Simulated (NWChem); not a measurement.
System: CH5BFN; SMILES CNBF

NWChem input:

```
start job
memory heap 200 mb stack 900 mb global 1100 mb
geometry units angstroms noautosym nocenter noautoz
  B     -0.450152    -0.691123     0.000000
  F      0.109401    -1.914141     0.000000
  H     -1.642271    -0.593624     0.000000
  N      0.370209     0.438351     0.000000
  C     -0.069302     1.823511     0.000000
  H      1.375804     0.307261     0.000000
  H      0.284619     2.362523    -0.888572
  H      0.284619     2.362523     0.888572
  H     -1.161864     1.850434     0.000000
end
basis spherical
  * library def2-svp
end
dft
  xc b3lyp
  iterations 150
  mulliken
end
task dft energy
esp
  recalculate
  probe 0.07
  range 0.3
  factor 1.0
  spacing 0.02
end
task esp
```

Geometry: optimised at B3LYP/6-31G* (spherical d). B3LYP is NWChem's, with the RPA form of VWN correlation.

Atomic charges in e: unrestrained fits to the electrostatic potential beside Mulliken populations; buried atoms are poorly determined by the fit.

Atoms are numbered as in the input.

Question: Predict the main results of this run. (B3LYP/def2-SVP.) Quantities: ESP B1; Mulliken B1; ESP F2; Mulliken F2; ESP N4; Mulliken N4; ESP C5; Mulliken C5; relative RMS misfit of the potential (%).

Answer: 
| Property | Value |
|---|---|
| ESP B1 | 0.40 |
| Mulliken B1 | 0.11 |
| ESP F2 | -0.28 |
| Mulliken F2 | -0.15 |
| ESP N4 | -0.43 |
| Mulliken N4 | -0.15 |
| ESP C5 | 0.14 |
| Mulliken C5 | 0.11 |
| relative RMS misfit of the potential (%) | 27 |
